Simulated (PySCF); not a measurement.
Method: PBE-D3(BJ)/def2-TZVP (PySCF). Isolated molecules, 0 K electronic values unless said otherwise. Excitations are Tamm–Dancoff values on a coarser integration grid. The basis has no diffuse functions, so Rydberg states are missing or too high.

Reference species (SMILES): `[SiH3]B([SiH3])Br` (neutral, multiplicity 1).

The T1 excitation (TDA) is 2.27 eV and the S1 oscillator strength is 0.000. The HOMO–LUMO gap comes out as 2.60 eV.

After one change: the T1 excitation (TDA) increases by 0.99 eV; the S1 oscillator strength stays essentially unchanged; the HOMO–LUMO gap rises by 0.98 eV.

Task: Which change was made? The new species is one of these.
A) `[SiH3]B([SiH3])[SiH3]`
B) `BrB(Br)Br`
C) `[SiH3]B(Br)Br`

Result: C, `[SiH3]B(Br)Br`
